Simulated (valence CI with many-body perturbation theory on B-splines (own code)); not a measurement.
**From CI to CI+MBPT in Mo2+**

Method: relativistic CI+MBPT: four valence electrons over a frozen Dirac-Fock core [Kr], radial functions for each j: 9 s, 9 p, 10 d, 8 f, 5 g, 3 h, 1 i, with the one-electron correlation potential Σ1 (screened to all orders), the two-electron term Σ2, the three-electron term Σ3, Breit, model QED; selected single and double excitations, second order for the rest, scaled by the run's own slope (own B-spline code, finite nucleus).

Against 50 measured levels this calculation errs by 357 cm⁻¹ on average and by 1033 at most. These come from a selection out of Sugar and Musgrove, J. Phys. Chem. Ref. Data 17, 155 (1988). Levels without a partner in it may be off by more, other configurations by 1,000 to 8,000 cm⁻¹. Among the levels kept, up to 430 cm⁻¹ of a level comes from second order outside the variational space, and about a tenth of that is noise between levels of different J, which matters for small intervals. Only levels of the ground parity were solved; by the run's estimate the other parity begins above the list, which can be wrong where configurations are misplaced.

Each rung adds one term. CI alone is the Dirac-Coulomb CI over the frozen core; QED comes last and gives the full result, which names the levels. Energies are above 4d4 5D_0 on the same rung, in eV. A blank means that the level has no clear partner on that rung.

Letters in brackets count levels of one name in rising energy.

```csv
Level,CI alone
4d4 5D_1,0.0257
4d4 5D_2,0.0703
4d4 5D_3,0.1289
4d4 5D_4,0.1971
4d4 3P_0 [a],1.132
4d4 3H_4,1.561
4d4 3P_1 [a],1.255
4d4 3H_5,1.639
4d4 3H_6,1.696
4d4 3F_3 [a],1.582
4d4 3F_2 [a],1.555
4d4 3F_4 [a],1.637
4d4 3P_2 [a],1.451
4d4 3G_3,1.920
4d4 3G_4,1.973
4d4 3G_5,2.027
```

Problem. What do these energies become with core correlation, Breit and QED?

Solution. 4d4 5D_1 0.0296 (+0.0039); 4d4 5D_2 0.0818 (+0.0115); 4d4 5D_3 0.1502 (+0.0213); 4d4 5D_4 0.2305 (+0.0334); 4d4 3P_0 [a] 1.461 (+0.3285); 4d4 3H_4 1.549 (-0.0120); 4d4 3P_1 [a] 1.611 (+0.3562); 4d4 3H_5 1.618 (-0.0206); 4d4 3H_6 1.682 (-0.0145); 4d4 3F_3 [a] 1.761 (+0.1788); 4d4 3F_2 [a] 1.761 (+0.2063); 4d4 3F_4 [a] 1.800 (+0.1625); 4d4 3P_2 [a] 1.839 (+0.3887); 4d4 3G_3 1.991 (+0.0709); 4d4 3G_4 2.042 (+0.0683); 4d4 3G_5 2.090 (+0.0631).

Problem. How does the ionisation energy move along the ladder, and which term matters most?

Solution. CI alone 25.151, + Σ1 26.242, + Σ2 26.913, + Σ3 26.900, + Breit 26.908, + QED 26.911 eV. The largest step is Σ1, 1.090 eV. NIST lists 27.13 ± 0.12 eV (semi-empirical).
